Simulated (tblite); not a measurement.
Species: C₈H₇NO.
Bonds: O1–C2, C2–C3 (aromatic), C3–C4 (aromatic), C4–N5 (aromatic), N5–C6 (aromatic), C6–C7 (aromatic), C7–C8 (aromatic), C8–C9 (aromatic), C9–C10 (aromatic), C2–C10 (aromatic), N5–C9 (aromatic). Hydrogens: H11 on O1; H12 on C3; H13 on C4; H14 on C6; H15 on C7; H16 on C8; H17 on C10.

Computed geometry: GFN2-xTB, gas phase.

Problem. Give the optimised bond lengths and angles.

Solution. 
| bond | length (Å) |
| --- | --- |
| O1–C2 | 1.363 |
| C2–C3 | 1.422 |
| C3–C4 | 1.355 |
| C4–N5 | 1.357 |
| N5–C6 | 1.356 |
| C6–C7 | 1.376 |
| C7–C8 | 1.399 |
| C8–C9 | 1.384 |
| C9–C10 | 1.409 |
| C2–C10 | 1.367 |
| N5–C9 | 1.395 |
| O1–H11 | 0.964 |
| C3–H12 | 1.076 |
| C4–H13 | 1.080 |
| C6–H14 | 1.072 |
| C7–H15 | 1.073 |
| C8–H16 | 1.071 |
| C10–H17 | 1.080 |

A selection of angles:
| angle | degrees |
| --- | --- |
| O1–C2–C3 | 116.9 |
| O1–C2–C10 | 123.4 |
| C3–C2–C10 | 119.7 |
| C2–C3–C4 | 120.0 |
| C3–C4–N5 | 120.5 |
| C4–N5–C6 | 129.9 |
| C4–N5–C9 | 121.3 |
| C6–N5–C9 | 108.9 |
| N5–C6–C7 | 108.3 |
| C6–C7–C8 | 108.2 |
| C7–C8–C9 | 107.2 |
| C8–C9–C10 | 133.9 |
| N5–C9–C8 | 107.4 |
| N5–C9–C10 | 118.7 |
| C2–C10–C9 | 119.7 |
| H11–O1–C2 | 109.6 |

Torsions: H11–O1–C2–C3 180° (antiperiplanar).

The 6-membered ring C2–C3–C4–N5–C9–C10 has internal angles of 118.7° to 121.3° (sum 720°, against 720° for a flat polygon); it is planar, 0.00 Å rms from its mean plane, widest ring torsion 0°. The 10 heavy atoms lie in one plane (0.001 Å rms). The 3 C–N bonds span 1.356 Å (N5–C6, aromatic) to 1.395 Å (N5–C9, aromatic), a spread of 0.039 Å. The 5-membered ring N5–C6–C7–C8–C9 has internal angles of 107.2° to 108.9° (sum 540°, against 540° for a flat polygon); it is planar, 0.00 Å rms from its mean plane, widest ring torsion 0°. The 7 C–C bonds span 1.355 Å (C3–C4, aromatic) to 1.422 Å (C2–C3, aromatic), a spread of 0.067 Å. O1 (phenol-type oxygen) is bent (angle 109.6°). N5 (pyrrole-type nitrogen) is planar (angles 129.9°, 121.3° and 108.9°, sum 360.0°, 0.00 Å off the plane of its three neighbours).

Point group: Cs (every atom within 0.08 Å of its image). Its GFN2-xTB frequencies are all real (lowest 134 cm⁻¹). The numbers are those of one conformer (H–O1–C2–C3 180°).
